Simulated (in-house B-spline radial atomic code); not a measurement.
A calculation on the antimony ion Sb⁵⁺: its settings, and results tabulated from the run. Computed with a B-spline radial code for spherical atoms: Dirac-Hartree-Fock, average of configuration, Fermi nucleus of rms radius 4.6802 fm.

Command:
```bash
python run_scf.py task.json out
```
Settings (nuclear radius in fm, mass in u):
```
Z                51
configuration    [Kr] 4d10
hamiltonian      dirac
method           hf
spin_polarised   False
nucleus          fermi
rms_radius       4.6802
atomic_mass      120.90381
speed_of_light   137.035999084
```

Output (hartree, bohr):
```
 radial grid: 67 intervals, B-splines of order 8, outer radius 18.2456 bohr

 iter        energy (Eh)    residual
    1       -6455.790760    8.69e-01
    2       -6470.532873    4.90e-01
    3       -6474.893990    1.39e-01
    4       -6475.262248    4.38e-02
    5       -6475.288215    1.72e-02
    6       -6475.294427    1.21e-03
    7       -6475.294444    6.95e-05
    8       -6475.294444    4.95e-06
    9       -6475.294444    4.97e-07

 total energy                     -6475.29444
 kinetic                            6833.2373
 electron-nucleus                 -15630.0013
 electron-electron                  2321.4695

 first-order corrections (not in the total)
   Gaunt                             5.2755
   retardation                      -0.5405
   frequency dependence             -0.0477
   self-energy                       3.5802
   Uehling                          -0.4738
   Wichmann-Kroll                    0.0101
   recoil                            0.0199

 orbital      occ     eigenvalue          <r>       <r^2>       <1/r>       r_max    small
 1s1/2      2.000     -1129.1707    0.0284148  0.00109357     54.3243     0.01835  3.52e-02
 2s1/2      2.000      -177.0623     0.122037   0.0176264     12.6475      0.1037  7.49e-03
 2p1/2      2.000      -165.3037     0.103359   0.0131388     12.5912     0.07992  7.48e-03
 2p3/2      4.000      -156.0096     0.108792   0.0144285     11.6956      0.0845  7.13e-03
 3s1/2      2.000       -37.8941      0.32858    0.123529     4.49934      0.2992  2.20e-03
 3p1/2      2.000       -33.0476     0.319719    0.118769     4.39884      0.2862  2.13e-03
 3p3/2      4.000       -31.2834     0.330659    0.126842      4.1826      0.2963  2.04e-03
 3d3/2      4.000       -22.8239     0.302259    0.108235     4.01926      0.2426  1.91e-03
 3d5/2      6.000       -22.4625     0.305771    0.110621     3.96302      0.2456  1.88e-03
 4s1/2      2.000        -8.5502     0.793635     0.71083     1.74606       0.724  5.76e-04
 4p1/2      2.000        -6.8383     0.833871    0.791145     1.63646      0.7477  5.20e-04
 4p3/2      4.000        -6.5079     0.859723    0.840636     1.57279      0.7706  4.96e-04
 4d3/2      4.000        -3.7119     0.992864     1.14705      1.3235      0.8386  3.68e-04
 4d5/2      6.000        -3.6616      1.00445      1.1737     1.30561      0.8479  3.61e-04

 Slater integrals (Eh)
   F0(4p1/2,4p1/2)               1.078074
   F0(4p1/2,4p3/2)               1.061354
   G2(4p1/2,4p3/2)               0.558319
   F0(4p1/2,4d3/2)               0.982262
   G1(4p1/2,4d3/2)               0.633693
   F0(4p1/2,4d5/2)               0.975461
   G3(4p1/2,4d5/2)               0.387056
   F0(4p3/2,4p3/2)               1.045618
   F2(4p3/2,4p3/2)               0.552195
   F0(4p3/2,4d3/2)               0.969879
   F2(4p3/2,4d3/2)               0.496748
   G1(4p3/2,4d3/2)               0.632183
   G3(4p3/2,4d3/2)               0.391979
   F0(4p3/2,4d5/2)               0.963388
   F2(4p3/2,4d5/2)               0.492451
   G1(4p3/2,4d5/2)               0.626119
   G3(4p3/2,4d5/2)               0.387982
   F0(4d3/2,4d3/2)               0.908631
   F2(4d3/2,4d3/2)               0.463563
   F0(4d3/2,4d5/2)               0.903330
   F2(4d3/2,4d5/2)               0.460931
   G2(4d3/2,4d5/2)               0.460554
   G4(4d3/2,4d5/2)               0.305583
   F0(4d5/2,4d5/2)               0.898137
   (list cut)
```


For the Dirac Hamiltonian the kinetic term is c α·p + (β - 1)c².
